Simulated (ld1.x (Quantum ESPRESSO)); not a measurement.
## molybdenum, ultrasoft: configuration errors across variants

```json
{
  "Element": "Mo (Z = 42)",
  "Generator": "ld1.x (Quantum ESPRESSO) 7.5",
  "Type": "ultrasoft",
  "Functional": "PBE",
  "Relativity": "scalar-relativistic",
  "Frozen core": "[Kr]",
  "Valence charge": "6",
  "Reference configuration": "4d5.5 5s0.5 5p0",
  "Partial waves": "5s (bound): rcut 2.50, rcutus 3.00 bohr; 5s channel at 4.1 Ry: rcut 2.50, rcutus 3.00 bohr; 5p (bound, empty): rcut 2.90, rcutus 3.80 bohr; 5p channel at 0.8 Ry: rcut 2.90, rcutus 3.80 bohr; 4d (bound): rcut 2.20, rcutus 2.45 bohr; 4d channel at 3.75 Ry: rcut 2.20, rcutus 2.45 bohr",
  "Local potential": "all-electron potential smoothed inside 2.10 bohr (lloc = -1)",
  "Core correction": "a·sin(br)/r model core, default radius (core density twice the valence density)",
  "Augmentation charge": "PSQ, inside the norm-conserving radii"
}
```

All-electron excitation energies from the reference (eV): (1) 4d5 5s1 5p0 -0.280; (2) 4d5 5s0 5p0 6.610; (3) 4d4 5s0 5p0 22.072; (4) 4d5 5s0 5p1 2.860; (5) 4d4 5s2 5p0 -0.081; (6) 4d3 5s0 5p0 48.816; (7) 4d6 5s0 5p0 0.483.

The overlap operator is not positive definite (basis up to 400 Ry) in “all radii but the core radius scaled by about 1.04 (s 3.12, p 3.96, d 2.56 bohr, rcut 2.60/3.02/2.30); local potential all-electron potential smoothed inside 2.18 bohr (lloc = -1)”, “all radii but the core radius scaled by about 1.18 (s 3.54, p 4.50, d 2.90 bohr, rcut 2.96/3.42/2.60); local potential all-electron potential smoothed inside 2.48 bohr (lloc = -1)”, “all radii but the core radius scaled by about 1.31 (s 3.94, p 5.00, d 3.22 bohr, rcut 3.28/3.80/2.90); local potential all-electron potential smoothed inside 2.76 bohr (lloc = -1)”. Such files are unfit for use, however small their errors in these radial tests.

5 further variants failed, have other tests or too few solved ones, and are left out.

A true bound ghost makes a file unfit for plane-wave use even where its test errors are small: the radial tests pick states by their node count and pass the ghost by.

Errors AE − PS in meV (a dash: test not solved or not reliable):

```csv
change,(1),(2),(3),(4),(5),(6),(7),bound ghosts
base,-9.9,-3.6,-124,-6.5,-158,-725,-7.5,s
"all radii but the core radius scaled by about 0.95 (s 2.84, p 3.60, d 2.32 bohr, rcut 2.36/2.74/2.08); local potential all-electron potential smoothed inside 1.98 bohr (lloc = -1)",-7.4,-3.8,-125,-5.9,-121,-698,-6.0,s
"all radii but the core radius scaled by about 1.04 (s 3.12, p 3.96, d 2.56 bohr, rcut 2.60/3.02/2.30); local potential all-electron potential smoothed inside 2.18 bohr (lloc = -1)",-24,-2.7,-202,-11,-328,-1320,-18,not determined (overlap not positive)
"all radii but the core radius scaled by about 1.18 (s 3.54, p 4.50, d 2.90 bohr, rcut 2.96/3.42/2.60); local potential all-electron potential smoothed inside 2.48 bohr (lloc = -1)",-9.9,-9.1,-99,-9.9,-143,-489,-8.3,not determined (overlap not positive)
"all radii but the core radius scaled by about 1.31 (s 3.94, p 5.00, d 3.22 bohr, rcut 3.28/3.80/2.90); local potential all-electron potential smoothed inside 2.76 bohr (lloc = -1)",-22,-29,-261,-27,-218,-962,-18,not determined (overlap not positive)
```

Problem. Give the same row for: all radii but the core radius scaled by about 1.26 (s 3.78, p 4.78, d 3.08 bohr, rcut 3.14/3.66/2.76); local potential all-electron potential smoothed inside 2.64 bohr (lloc = -1).

Solution. –, –, –, –, –, –, –; bound ghosts: none.
